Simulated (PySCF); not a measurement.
F₂Hf, SMILES [F][Hf][F], multiplicity 1. Atoms are numbered in the order given.

```xyz
3

Hf     0.0000     0.0000    -0.1976
F      0.0000     1.5899     0.7905
F      0.0000    -1.5899     0.7905
```

Geometry optimised at r2SCAN-D4/def2-TZVP. The multiplicity is an assumed one; other spin states were not compared. The def2 effective core potentials stand for the cores of Hf; spin–orbit coupling is left out.

Computed with PBE/def2-TZVPD run with PySCF.

Mulliken values depend strongly on the basis, most of all with diffuse functions as here. ESP charges are fitted to the potential on shells at 1.4 to 2.0 van der Waals radii. Atomic charges (e):

```
atom  ESP fit  Mulliken
----  -------  --------
Hf1      0.29      0.75
F2      -0.15     -0.38
F3      -0.15     -0.38
```
